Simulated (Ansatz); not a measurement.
`C[O][Mo](=[NH])(=[NH])[NH2]` at its PBE0-D4/def2-TZVP geometry, where that method's forces vanish. Charge 0, multiplicity 1. Mo takes the def2 core potential.

```json
{"atom": "C1", "x (Å)": "-1.319", "y (Å)": "-1.690", "z (Å)": "0.750"}
{"atom": "O2", "x (Å)": "-0.457", "y (Å)": "-1.268", "z (Å)": "-0.273"}
{"atom": "Mo3", "x (Å)": "0.327", "y (Å)": "0.430", "z (Å)": "-0.500"}
{"atom": "N4", "x (Å)": "0.778", "y (Å)": "0.583", "z (Å)": "-2.164"}
{"atom": "N5", "x (Å)": "-0.792", "y (Å)": "1.638", "z (Å)": "0.037"}
{"atom": "N6", "x (Å)": "1.929", "y (Å)": "0.634", "z (Å)": "0.577"}
{"atom": "H7", "x (Å)": "-1.828", "y (Å)": "-2.604", "z (Å)": "0.427"}
{"atom": "H8", "x (Å)": "-2.073", "y (Å)": "-0.928", "z (Å)": "0.979"}
{"atom": "H9", "x (Å)": "-0.760", "y (Å)": "-1.912", "z (Å)": "1.666"}
{"atom": "H10", "x (Å)": "0.776", "y (Å)": "1.017", "z (Å)": "-3.076"}
{"atom": "H11", "x (Å)": "-1.386", "y (Å)": "2.448", "z (Å)": "-0.074"}
{"atom": "H12", "x (Å)": "1.948", "y (Å)": "1.155", "z (Å)": "1.439"}
{"atom": "H13", "x (Å)": "2.859", "y (Å)": "0.497", "z (Å)": "0.211"}
```

(1) For each bond, give half the difference of the two atoms' forces along it (eV/Å; positive pushes the atoms apart) under PBE-D4, r2SCAN-D4, B3LYP-D4, ωB97M-V in def2-TZVPP. (Best estimate.)

Results:

(1) Computed: 
```
  bond  length (Å)  PBE-D4  r2SCAN-D4  B3LYP-D4  ωB97M-V
 C1–O2       1.402    0.20       0.24      0.23     0.34
 C1–H7       1.094    0.09      -0.06     -0.12    -0.14
 C1–H8       1.096    0.08      -0.06     -0.09    -0.11
 C1–H9       1.096    0.08      -0.06     -0.09    -0.12
O2–Mo3       1.884   -0.01      -0.05      0.03     0.03
Mo3–N4       1.731    0.49       0.35      0.29    -0.22
Mo3–N5       1.732    0.47       0.33      0.33    -0.17
Mo3–N6       1.941   -0.13       0.00      0.13     0.16
N4–H10       1.010   -0.10      -0.20     -0.25     0.07
N5–H11       1.010   -0.09      -0.19     -0.25     0.06
N6–H12       1.008    0.17      -0.03     -0.09    -0.04
N6–H13       1.008    0.17      -0.02     -0.08    -0.04
```

B3LYP here is the variant with VWN-RPA as its local correlation; programs differ in this.
